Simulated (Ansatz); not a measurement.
```yaml
crystal:
  periodic: [false, false, false]
  atoms:
    - {symbol: O, position_ang: [2.305888, -0.475385, 0.733590]}
    - {symbol: C, position_ang: [1.034246, -0.224595, 0.654348]}
    - {symbol: F, position_ang: [0.433319, -0.527700, 1.753427]}
    - {symbol: Cl, position_ang: [-2.042834, -1.608839, -0.419455]}
    - {symbol: O, position_ang: [0.466298, 0.238724, -0.305132]}
    - {symbol: Al, position_ang: [-1.500578, 0.447948, -0.675971]}
    - {symbol: H, position_ang: [2.723466, -0.251599, -0.111014]}
    - {symbol: H, position_ang: [-1.905925, 1.400551, 0.525291]}
    - {symbol: H, position_ang: [-1.425279, 0.954595, -2.172185]}
basis:
  gaussian: {orbitals: aug-cc-pVTZ}
hamiltonian: {xc: {name: CAM-B3LYP}}
outputs: {forces: true}
```

```sh
$ ansatz run in.yaml --threads 4 --pin off --events-out ev --progress --plain --max-ram 10444MiB
```

It prints (some lines left out):

```
Error: YAML parse error: error: line 16 column 1: unknown field `outputs`, expected one of crystal, accuracy, basis, kpoints, hamiltonian, magnetization, projection, total_charge, correlation, batch, efield, external_charges, scf, relax, neb, saddle, md, ramp, phonons, dielectric, real_time, elastic, magnetic_configurations, gw, evaluate, workflow, output, checkpoint, execution
14 |   gaussian: {orbitals: aug-cc-pVTZ}
15 | hamiltonian: {xc: {name: CAM-B3LYP}}
16 | outputs: {forces: true}
```

Q: What is wrong with this run?

A: The input holds a key that doesn't belong there. The input was rejected before any iteration.
